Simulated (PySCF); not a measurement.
Run record: geometry optimisation, `[H][Ge][H]`.

Computed with PBE0-D3(BJ)/def2-SVP geometry optimisation, gas phase (PySCF 2.14.0). Start geometry: GFN2-xTB. The input is one job of a driver script: a line of settings, then coordinates in Å.

Input:
```
{"job": {"xc": "PBE0", "basis": "def2-SVP", "d3": "d3bj", "grid": 1, "maxiter": 40, "kind": "geom"}, "charge": 0, "multiplicity": 1}
Ge     0.004590    -0.009050    -0.781020
H      1.098840    -0.017820     0.398440
H     -1.103430     0.026870     0.382580
```

Output:
```
step   0  E = -2077.61382262  max force = 0.008350
step   1  E = -2077.61428006  max force = 0.000748
step   2  E = -2077.61428217  max force = 0.000035
optimisation converged
```

Energies in Eh; «max force» is the largest Cartesian gradient component in Eh/bohr.

Q: Give the first gradient maximum in eV/Å.

A: With 1 Eh/bohr = 51.422 eV/Å, 0.429 eV/Å.

Q: How much energy does the optimisation release, in kJ/mol?

A: E(step 0) − E(last step) = 0.000460 Eh, which is 1.2 kJ/mol.

Summary of the converged run: final energy -2077.61428 Eh after 2 steps; dipole 0.01 D.

Q: Give the final coordinates.

A: 0.037 Å rms from the input after alignment:
```
atom  x, y, z in Å
Ge1    0.0048   -0.0086   -0.7484
H2     1.1334   -0.0182    0.3818
H3    -1.1383    0.0267    0.3666
```

Q: How long does this job take on an x86-64 server with one thread (shared host)?

A: About 1.1 s.
Labels such as C1 count atoms from 1, the log's own numbers from 0.
